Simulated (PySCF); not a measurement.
B(I)2(Me), SMILES CB(I)I (CH₃BI₂), PBE0/def2-SVP optimised geometry.

```
7

B     -0.16     0.15     0.00
I     -1.18     2.02     0.00
I      1.97     0.15     0.00
C     -0.95    -1.19    -0.06
H     -0.42    -2.02     0.43
H     -1.05    -1.46    -1.13
H     -1.97    -1.11     0.35
```

Density from PBE0/def2-TZVP, def2 effective core potentials past Kr (PySCF 2.14.0) at that geometry. The core electrons that the potentials of I replace are not part of the density.

Minimum of the electron density along straight lines between bonded atoms, close to the bond critical point (lines longer than 1.1 times the sum of covalent radii, or with two minima, are not listed):

| bond | length / Å | ρ at the minimum / e bohr⁻³ | ∇²ρ there / e bohr⁻⁵ | position (fraction from the first atom) |
|---|---|---|---|---|
| B1–I2 | 2.133 | 0.116 | -0.18 | 0.38 |
| B1–I3 | 2.133 | 0.116 | -0.18 | 0.38 |
| B1–C4 | 1.557 | 0.196 | -0.38 | 0.33 |
| C4–H5 | 1.100 | 0.269 | -0.89 | 0.64 |
| C4–H6 | 1.107 | 0.260 | -0.84 | 0.64 |
| C4–H7 | 1.099 | 0.269 | -0.90 | 0.64 |
